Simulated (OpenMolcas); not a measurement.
**Co3+: ligand-field states by method**

Co3+ with its 6 nearest fluoride ions at 1.957 Å, on the Zn site of KZnF3 (a = 4.054 Å, distance in the model lattice 2.027 Å). The rest of the host is ab initio model potentials to 7.6 Å, with orthogonalisation functions on the cations behind the ligands, and point charges beyond; the distance is set by hand and nothing relaxes, and no local charge compensation is placed. Ligand basis ANO-RCC-VDZP.
```
Co    0.0000    0.0000    0.0000
F     1.9570    0.0000    0.0000
F     0.0000    1.9570    0.0000
F    -1.9570    0.0000    0.0000
F     0.0000   -1.9570    0.0000
F     0.0000    0.0000    1.9570
F     0.0000    0.0000   -1.9570
```

```json
{"Program": "OpenMolcas 26.06", "Basis": "ANO-RCC-VTZP [6s5p3d2f1g]", "Scalar Hamiltonian": "DKH2, point nucleus", "Active space": "6 electrons in 5 orbitals (3d)", "State averaging": "2S+1 = 5 even, 5 roots; 2S+1 = 3 even, 45 roots; 2S+1 = 1 even, 50 roots", "Spin-orbit coupling": "RASSI with atomic mean-field integrals over the reference wave functions"}
```

I. CASSCF
II. SS-CASPT2, IPEA 0.25 Eh, imaginary shift 0.1 Eh (closed shells correlated: 3s 3p and the ligand valence shells)

Spin-free states (labels of O, the rotations of Oh) in cm-1, each column counted from its own energy of the first state listed:

| State | Degeneracy | I | II |
| --- | --- | --- | --- |
| 5T2 | 3 | 0 | 0 |
| 5E | 2 | 9354 | 12300 |
| 3T1 | 3 | 16517 | 8310 |
| 1A1 | 1 | 19714 | 5700 |
| 3T2 | 3 | 20677 | 11240 |
| 3T1 | 3 | 24665 | 18840 |
| 3T2 | 3 | 27083 | 18780 |
| 1T1 | 3 | 27188 | 15520 |
| 3E | 2 | 28840 | 22370 |
| 3T1 | 3 | 28948 | 21350 |
| 3T2 | 3 | 33786 | 25830 |
| 1T2 | 3 | 34019 | 22300 |
| 3A2 | 1 | 34648 | 28510 |
| 3T1 | 3 | 35705 | 32440 |
| 3E | 2 | 35733 | 31310 |
| 1E | 2 | 37003 | 26820 |
| 1A1 | 1 | 38396 | 26620 |
| 3A1 | 1 | 39709 | 35530 |
| 1T2 | 3 | 39715 | 27090 |
| 3T2 | 3 | 41160 | 33400 |

From I to II, I's first state of the same spin (5E) moves from 9354 to 12300 cm-1, by about +2900 cm-1.

From I to II, I's first state of another spin (3T1) moves from 16517 to 8310 cm-1, by about -8200 cm-1. In II another state of that kind comes below it.

I: A least-squares ligand-field fit to the states below 45000 cm-1, each weighted by its degeneracy and with a free common offset, gives 10Dq = 9813 cm-1, B = 1233 cm-1 and C = 4667 cm-1 (C/B = 3.79), with an rms deviation of 187 cm-1. The same method and metal basis give the free ion B = 1344 cm-1 (fit to its terms below 60000 cm-1, rms deviation 32 cm-1), so the nephelauxetic ratio is β = 1233 / 1344 = 0.92; it hangs on how both fits weigh the states, and computed free-ion B values tend to be too large, so β mixes covalency with correlation.

χT at 300 K: I 4.19, II 4.15 cm3 K/mol.

Roots that are degenerate in the reference are averaged as groups; the widest CASPT2 spread within a group is 1700 cm-1 (the 3-fold group of multiplicity 1 near 27100 cm-1 above the lowest state of its run, II). Shifts and gaps below about the spread of the groups concerned are not significant. Over all roots computed the reference weight is 0.68 to 0.74 in II; the roots of lowest weight are the least certain, and an intruder state may touch them. An orbital triplet at a regular site is open to Jahn-Teller coupling, which can distort the site and quench the lowest spin-orbit gaps and is left out. Ligand-to-metal charge-transfer states are missing. With no ligand orbital active B as a rule stays too high, so bands that hang on it stand too high and its fall with covalency is understated. Without dynamic correlation the repulsion within the d shell is too large (B by tens of per cent), so at a given field states of lower spin stand too high (holds for I). CASSCF with metal d orbitals alone favours high spin, so a ground state of lower spin is not ruled out (holds for I). With metal d orbitals alone and no dynamic correlation 10Dq can be off by a tenth to a fifth, either way, in oxide and fluoride hosts (holds for I). This shell can be high or low spin here, a state of another spin lies low, and with metal d orbitals alone active their balance is uncertain, so the ground spin may be wrong (holds for II). A single d shell leaves out the double-shell effect, which counts most for late 3d ions, where the CASPT2 field can be off either way by tens of per cent (holds for II). These CASPT2 states fit no ligand-field parameters well, so their order and spin gaps are uncertain (holds for II). With one d shell and no ligand orbital active, 10Dq can be off by a tenth or more (holds for II). No measured value stands beside these numbers; the geometry was set by hand and not optimised.
